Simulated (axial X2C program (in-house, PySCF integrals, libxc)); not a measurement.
Levels of InH⁺ by electron attachment to InH²⁺ (EOM-EA-CCSD)

Calculated with an axial X2C code built on PySCF integrals: two-component X2C with atomic mean-field Coulomb and Gaunt terms, Gaussian nuclei, basis In dyall-acv3z, H dyall-av3z with contracted cores.

R = 1.705 Å (0.920 times 1.853 Å, the PBE0 minimum at charge 1 for the lowest determinant).

Levels of InH⁺ obtained by attaching an electron to InH²⁺:

```csv
Ω,binding energy (eV),above lowest (cm⁻¹),attached spinor,one-particle weight
1/2,16.145,0,"43% In pσ, 31% In sσ, 17% H sσ",0.96
1/2,12.579,28759,"82% In pπ, 12% H pπ",0.97
3/2,12.323,30827,"82% In pπ, 13% H pπ",0.97
```

Q: Take the first Ω = 1/2 and Ω = 3/2 rows of π character: how far apart are they, and which lies lower?

A: E(3/2) − E(1/2) = 30827 − 28759 = 2068 cm⁻¹ at EOM-EA-CCSD: regular, Ω = 1/2 lower. Splittings at this level can be off by ten to twenty per cent.

This point took 19 s on 1 thread of Intel(R) Xeon(R) Processor @ 2.30GHz, with other jobs on the host.

Reference electrons by ω block (each with its −ω partner): 1/2: 15, 3/2: 7, 5/2: 2. 12 electrons of InH²⁺ correlated (inner shells frozen), 92 natural virtual spinors (a truncated set); levels can be off by some tenths of an eV. Roots sought by Ω: (1/2: 5, 3/2: 4, 5/2: 2, 7/2: 1); the list ends where they run out and leaves out roots under 60 % one-particle weight. The solver can skip a root, and states that need a further excitation, which the method places far too high, are missing though they may lie low or lowest. T1 of the reference 0.024 (Lee–Taylor). The reference was not checked to be the lowest state of its species. Number of frozen shells: In 4 s, 3 p, 1 d; H none.
